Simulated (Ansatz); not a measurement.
ClFH₂MoN₂, SMILES `[NH]=[Mo](=[NH])([F])[Cl]`. Charge 0, multiplicity 1. Mo: def2 effective core potential. Geometry: relaxed with PBE0-D4/def2-TZVP. It is one conformer, not always the lowest.

```xyz
7

N     0.219    0.974    1.085
Mo   -0.428   -0.276    0.108
N     0.698   -0.640   -1.130
F    -0.670   -1.787    1.157
Cl   -2.297    0.538   -0.889
H     0.921    1.668    1.307
H     1.558   -0.478   -1.638
```

Q: What is the dipole moment at ωB97M-V/def2-TZVPP? (Estimate.)

A: Computed: 3.32 D, with components (2.92, 1.52, -0.47) D in this frame, pointing from negative to positive charge.

Q: And with PBE, r2SCAN, B3LYP? (An estimate is asked.)

A: The calculation gave: PBE 3.03 D, r2SCAN 3.13 D, B3LYP 3.21 D.

Q: Give the Mulliken charges with ωB97M-V, r2SCAN, PBE in def2-TZVPP. (Best estimate.)

A: The calculation gave: 
```tsv
atom	ωB97M-V	r2SCAN	PBE
N1	-0.51	-0.58	-0.52
Mo2	1.40	1.50	1.31
N3	-0.51	-0.58	-0.52
F4	-0.40	-0.39	-0.35
Cl5	-0.29	-0.33	-0.30
H6	0.16	0.19	0.20
H7	0.16	0.19	0.20
```

B3LYP here is the variant with VWN-RPA as its local correlation; programs differ in this.
